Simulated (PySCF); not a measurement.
# C6H5NO2: core ionisation energies

C6H5NO2.
Cartesian coordinates in Å at the PBE0-D3(BJ)/def2-SVP level; atoms count from 1:
```xyz
14
C6H5NO2 angstrom
O      2.384   -1.295    0.551
C      1.853   -0.323    0.080
O      2.538    0.688   -0.465
C      0.379   -0.111    0.038
C     -0.201    1.052   -0.471
C     -1.592    1.150   -0.461
N     -2.392    0.195    0.003
C     -1.831   -0.912    0.485
C     -0.454   -1.117    0.529
H      3.477    0.458   -0.389
H      0.420    1.859   -0.862
H     -2.080    2.051   -0.850
H     -2.513   -1.683    0.859
H     -0.017   -2.033    0.931
```

Method: PySCF, delta-SCF UKS SCAN, pcX-2 on the ionised atom, pcseg-1 elsewhere, spin-free X2C. Each binding energy is the total energy of the core-ionised species, with the hole localised on one atom, minus that of the ground state; both are solved self-consistently, so orbital relaxation is included.

Q: List the computed XPS lines with their assignment.

A: 
```
atom(s)                                                     bonded to  level  binding energy (eV)  above the level's lowest (eV)  count
  C5/C9                            2 C (aromatic in the SMILES) and H   C 1s               290.92                           0.00      2
     C4                            2 C (aromatic in the SMILES) and C   C 1s               291.46                          +0.54      1
  C6/C8  N (aromatic in the SMILES), C (aromatic in the SMILES) and H   C 1s               291.55                          +0.63      2
     C2                                      O (double bond), O and C   C 1s               295.05                          +4.13      1
     N7                                  2 C (aromatic in the SMILES)   N 1s               404.88                           0.00      1
     O1                                               C (double bond)   O 1s               537.92                           0.00      1
     O3                                                       C and H   O 1s               540.30                          +2.38      1
```

Lowest listed C 1s: C5/C9, bonded to 2 C (aromatic in the SMILES) and H. Highest, 4.13 eV above it: C2, bonded to O (double bond), O and C.

The listed O 1s values span 2.38 eV, from O1 (bonded to C (double bond)) to O3 (bonded to C and H). Summing the Pauling electronegativity differences to the bonded atoms, each weighted by its formal bond order, gives -1.78 for the lowest site and -2.13 for the highest; the largest sum, -1.78, belongs to O1, 2.38 eV below the top. The smallest sum, -2.13, belongs to O3, 2.38 eV above the lowest.

Q: What is the C 1s shift of C4 against C2?

A: 291.46 − 295.05 = -3.59 eV, or -346 kJ/mol.

Q: Which effective nuclear charge Zeff reproduces each element's mean 1s value in the hydrogen-like formula E = 13.606 eV × Zeff²?

A: C (Z = 6): mean 291.9 eV, Zeff = 4.63, Z − Zeff = 1.37; N (Z = 7): mean 404.9 eV, Zeff = 5.46, Z − Zeff = 1.54; O (Z = 8): mean 539.1 eV, Zeff = 6.29, Z − Zeff = 1.71. Means run over the listed sites, weighted by atom count.

Topologically equivalent atoms share the value of their first member; where this conformer doesn't relate them by symmetry, their own values could differ. Geometry: PBE0-D3(BJ)/def2-SVP, one conformer, isolated molecule.

Time: 91 s. Hardware: an Arm Neoverse V1 with one thread, no GPU (shared host).
